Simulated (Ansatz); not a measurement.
Diatomic SiO+, multiplicity 2 (lowest of 2S+1 = 2, 4 at CCSD(T)/def2-TZVPP on PBE0 minima; our sources give no spin for the ground state, which may be another).

The constants come from a fifth-degree fit in 1/R (seven points, main isotopes). In def2 and cc sets the state is the lowest found near the PBE0 minimum, followed along R.

Cores are frozen in the correlated methods. CBS(a, b) extrapolates the correlation energy as X⁻³ and adds the Hartree–Fock energy of set b.

Run with Ansatz (Gaussian basis) for Hartree–Fock, density functionals and correlated methods. Each number belongs to the level named beside it.

**Question.** What bond length and harmonic frequency does CAM-B3LYP/def2-TZVPP give?

**Answer.** r_e = 1.639 Å, ω_e = 952 cm⁻¹.

**Question.** What bond length and harmonic frequency does CCSD/def2-TZVPP give?

**Answer.** r_e = 1.640 Å, ω_e = 961 cm⁻¹.

**Question.** What bond length and harmonic frequency does CCSD(T)/CBS(def2-TZVPP, def2-QZVPP) give?

**Answer.** r_e = 1.641 Å, ω_e = 942 cm⁻¹.

Ansatz is a quantum-chemistry and plane-wave program.
